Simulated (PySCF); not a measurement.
Exercise with solution: entropy of an ideal gas

H₃O₂, SMILES O[OH2+], charge +1.

Coordinates come from a B3LYP-D3(BJ)/def2-TZVP optimisation. The isomer is the one that the SMILES or the coordinates give; other isomers of the formula were not compared.

B3LYP-D3(BJ)/def2-TZVP in PySCF gives the harmonic wavenumbers 429, 867, 1011, 1161, 1463, 1629, 3485, 3555, 3593 cm⁻¹ and the rotational temperatures 9.4066, 1.1488, 1.1442 K. The molar mass is 35.02 g/mol, the symmetry number 1, the spin multiplicity 1.

Work out the entropy at 298.15 K and 1 atm in the rigid-rotor, harmonic-oscillator model.


Translation (Sackur–Tetrode at 1 atm): S = R[1.5 ln M + 2.5 ln T − 1.16487] = 153.1 J/(mol K).
Rotation: q = (√π/σ) T^1.5/√(θA θB θC) = 2600, S = R[ln q + 3/2] = 77.8 J/(mol K).
Vibration: with u = 1.4388 ν/T, each mode gives R[u/(e^u − 1) − ln(1 − e^−u)]:
```csv
ν (cm⁻¹),modes,u,S (J/(mol K))
429,1,2.07,3.61
867,1,4.18,0.67
1011,1,4.88,0.37
1161,1,5.60,0.20
1463,1,7.06,0.06
1629,1,7.86,0.03
```
The stiffer modes add less than 0.005 each. Sum 4.9 J/(mol K).
Spin: R ln 1 = 0.0 J/(mol K).
Total 235.9 J/(mol K); the program's own thermochemistry gives 235.9. Translation makes up 65 % and vibration 2 %. Anharmonicity, hindered rotation and orbital degeneracy are left out.
